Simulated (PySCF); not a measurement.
Isomers of C4H2F4, one GFN2-xTB conformer each. Single-point energies are computed at PBE0/pcSseg-1 (PySCF, gas phase, no added dispersion term), electronic only.

**Question.** Rank them by PBE0/pcSseg-1 energy, lowest first (kcal/mol).
A. `FCC#CC(F)(F)F`
B. `C1[C@@H](C(F)(F)F)C=1F`

**Answer.** A (0.0), B (7.8).

As drawn, the lower has a C≡C bond, which the higher lacks; the higher has a three-membered ring and a C=C bond outside aromatic rings, which the lower lacks. GFN2-xTB itself gives, in the same order: 0.0, 14.2. Both levels put the same isomer lowest.

**Question.** Which frontier levels, dipoles and rotational constants go with these structures?

**Answer.** 
| SMILES | HOMO (eV, PBE0/pcSseg-1) | LUMO (eV) | dipole (D) | A, B, C (MHz) |
| --- | --- | --- | --- | --- |
| FCC#CC(F)(F)F | -9.07 | -0.91 | 2.76 | 4782, 838.4, 819.0 |
| FC1=C[C@H]1C(F)(F)F | -8.23 | -0.23 | 2.49 | 3819, 1434, 1294 |

**Question.** As an exercise, what shares would exp(−E/RT) give at 1000 K from these electronic energies alone (no entropy, no degeneracies)?

**Answer.** RT = 1.987 kcal/mol: FCC#CC(F)(F)F 98.0 %, FC1=C[C@H]1C(F)(F)F 2.0 %.
